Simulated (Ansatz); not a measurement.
CH$_{8}$BClSi$_{2}$ (`BC([SiH3])[SiH2]Cl`), relaxed with RKS PBE0-D4/def2-TZVP in Ansatz from a PBE-D4/def2-SVP geometry. The force threshold is 0.005 eV/Å; the program also tests the step.

Total charge 0; spin multiplicity 1.

Start:

```xyz
13

B     1.621    0.034    0.364
C     0.250    0.513   -0.179
Si   -0.310   -0.690   -1.554
Si   -1.000    0.427    1.230
Cl   -0.237    1.447    2.892
H     1.717   -1.068    0.882
H     2.619    0.722    0.270
H     0.267    1.542   -0.598
H     0.717   -0.742   -2.651
H    -0.500   -2.070   -0.992
H    -1.611   -0.209   -2.141
H    -2.291    1.092    0.843
H    -1.242   -0.998    1.634
```

```csv
step,energy (eV),largest force (eV/Å),largest move (Å)
1,-30111.2240,0.442,0.000
2,-30111.2712,0.125,0.047
3,-30111.2758,0.087,0.024
4,-30111.2766,0.042,0.011
5,-30111.2770,0.022,0.019
6,-30111.2773,0.028,0.030
7,-30111.2775,0.015,0.028
8,-30111.2776,0.012,0.022
9,-30111.2776,0.009,0.007
10,-30111.2777,0.007,0.012
11,-30111.2779,0.027,0.049
13 (rejected),-30111.2780,0.085,0.076
15,-30111.2790,0.104,0.098
17,-30111.2813,0.049,0.061
19,-30111.2839,0.068,0.041
21,-30111.2859,0.083,0.144
23,-30111.2871,0.040,0.047
25,-30111.2878,0.020,0.043
27,-30111.2879,0.016,0.012
29,-30111.2880,0.007,0.012
31,-30111.2881,0.003,0.007
```

End:

```xyz
13

B     1.650    0.032    0.207
C     0.240    0.567   -0.085
Si   -0.316   -0.585   -1.488
Si   -0.978    0.316    1.295
Cl   -0.577    1.624    2.836
H     1.779   -1.061    0.686
H     2.628    0.655   -0.083
H     0.208    1.594   -0.458
H     0.855   -1.137   -2.221
H    -1.094   -1.723   -0.929
H    -1.157    0.185   -2.436
H    -2.367    0.594    0.852
H    -0.872   -1.062    1.825
```

Hardware: 4 threads of an Arm Neoverse V1 on a shared host. Wall time 2.7 min, peak host memory 0.7 GiB.
